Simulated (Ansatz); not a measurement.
Cost and result for the atomization energy of CH5BrO2Si, SMILES `CO[SiH](O)Br` (10 atoms, 9 bonds).

```xyz
10

C    -1.1310    0.5553   -1.0732
O    -0.0420   -0.3288   -0.8902
Si    0.6374   -0.6677    0.5377
O     1.0634    0.7402    1.2432
Br    2.4071   -1.9272    0.1328
H    -2.0104    0.2254   -0.5101
H    -0.8691    1.5699   -0.7618
H    -1.3798    0.5622   -2.1346
H    -0.2655   -1.4462    1.4128
H     1.5899    0.7167    2.0434
```

The species carries charge 0 and has multiplicity 1. Correlated methods include outer-core shells of Br, which these sets cover unevenly. Scalar relativity is left out up to krypton. All single points use the PBE0-D4/def2-TZVP geometry. It is one conformer, not always the lowest. Program: Ansatz. Hardware: A = 2 threads of an AMD EPYC 7R13 on a shared host; B = 2 threads of an AMD EPYC 7R13 on a shared host and a share of an NVIDIA H100 80 GB. Times are those of one run each, without the atoms' runs, and a repeat can differ threefold. Electronic energies, without spin–orbit coupling; frozen cores. CCSD(T)/CBS adds CCSD(T) − MP2 in def2-TZVPP to the MP2 limit, and its time is that of the two runs behind it. T1 = 0.010. With those shells the extrapolation isn't a true limit. B3LYP takes the VWN-RPA correlation (the form of Gaussian; ORCA's B3LYP/G).

CCSD(T)/CBS is a level of theory with its own doubt, some kJ/mol a heavy atom from the limit and from the frozen cores, so smaller differences don't rank the functionals.

| level | functions | atomization (kcal/mol) | difference from CCSD(T)/CBS | per bond |
| --- | --- | --- | --- | --- |
| B3LYP-D4/def2-TZVPP (with forces) [A] | 253 | 886.6 | -10.3 | -1.1 |
| r2SCAN-D4/def2-TZVPP (with forces) [A] | 253 | 893.8 | -3.1 | -0.3 |
| PBE-D4/def2-TZVPP (with forces) [A] | 253 | 901.8 | 4.9 | 0.5 |
| B2PLYP/def2-TZVPP [A] | 253 | 880.3 | -16.6 | -1.8 |
| ωB97X-V/def2-TZVPP [A] | 253 | 893.1 | -3.8 | -0.4 |
| CCSD(T)/def2-TZVPP [B] | 253 | 869.1 | -27.8 | -3.1 |
| ωB97M-V/def2-TZVPP (with forces) [A] | 253 | 893.0 | -3.9 | -0.4 |
| CCSD(T)/CBS(def2) | – | 896.9 | 0.0 | 0.0 |
| PBE0-D4/def2-TZVPP [A] | 253 | 885.3 | -11.6 | -1.3 |
| MP2/def2-QZVPP [B] | 480 | 906.6 | 9.7 | 1.1 |

Order the runs by time, with rough figures. (Estimate.)

The calculation gave: PBE-D4/def2-TZVPP (with forces) [A] 3.7 s; PBE0-D4/def2-TZVPP [A] 5.5 s; r2SCAN-D4/def2-TZVPP (with forces) [A] 7 s; B3LYP-D4/def2-TZVPP (with forces) [A] 8.5 s; B2PLYP/def2-TZVPP [A] 9.5 s; MP2/def2-QZVPP [B] 10 s; ωB97X-V/def2-TZVPP [A] 12 s; CCSD(T)/def2-TZVPP [B] 12 s; ωB97M-V/def2-TZVPP (with forces) [A] 17 s; CCSD(T)/CBS(def2) 22 s.

From PBE to PBE0 (25 % exact exchange), in def2-TZVPP and without D4, the atomization energy moves by −15.7 kcal/mol: exact exchange takes away binding that semilocal exchange gives to molecules. In def2-TZVPP, CCSD(T) changes the Hartree–Fock value by +224.3 kcal/mol (the triples alone add +13.2 kcal/mol) and MP2 by +245.3 kcal/mol; breaking electron pairs costs correlation energy, which Hartree–Fock lacks. The D4 term adds +8.6 kcal/mol with B3LYP and +4.5 kcal/mol with PBE0; it sums over pairs of atoms, weighted by their polarisabilities, and B3LYP, whose exchange is more repulsive, gets the larger term.
